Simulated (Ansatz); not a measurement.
NiH2(PH3)2 (NiP2H8). Total charge 0; singlet. Geometry PBE-D4/def2-SVP; atoms count from 1.

Cartesian coordinates in Å:
```
Ni -0.7654 -0.0481 -0.0441
H -2.1890 -0.2886 -0.5919
H -2.2608 0.0006 0.3381
P 0.2279 0.5470 1.7078
H 1.6634 0.6663 1.8256
H 0.0834 -0.1915 2.9391
H -0.0336 1.8256 2.3235
P 0.4881 -0.4991 -1.6674
H 0.3799 0.2084 -2.9204
H 0.4757 -1.8035 -2.2844
H 1.9304 -0.4170 -1.6259
```

In the singlet, H2 and H3 lie 0.98 Å apart (atoms count from 1), so these atoms are partly bonded to each other.

Estimate the Mulliken populations from the PBE0/def2-TZVP orbitals of Ansatz.


```json
{"atom": "Ni1", "charge (e)": "-0.11", "d electrons": "9.19"}
{"atom": "H2", "charge (e)": "0.01", "d electrons": "–"}
{"atom": "H3", "charge (e)": "0.01", "d electrons": "–"}
{"atom": "P4", "charge (e)": "-0.19", "d electrons": "–"}
{"atom": "H5", "charge (e)": "0.07", "d electrons": "–"}
{"atom": "H6", "charge (e)": "0.08", "d electrons": "–"}
{"atom": "H7", "charge (e)": "0.08", "d electrons": "–"}
{"atom": "P8", "charge (e)": "-0.19", "d electrons": "–"}
{"atom": "H9", "charge (e)": "0.08", "d electrons": "–"}
{"atom": "H10", "charge (e)": "0.08", "d electrons": "–"}
{"atom": "H11", "charge (e)": "0.07", "d electrons": "–"}
```
Mulliken values and Mayer orders depend strongly on the basis.

And the Mayer bond orders between bonded heavy atoms (over 0.3)?

Ni1–P4 0.82 (2.10 Å); Ni1–P8 0.82 (2.10 Å).
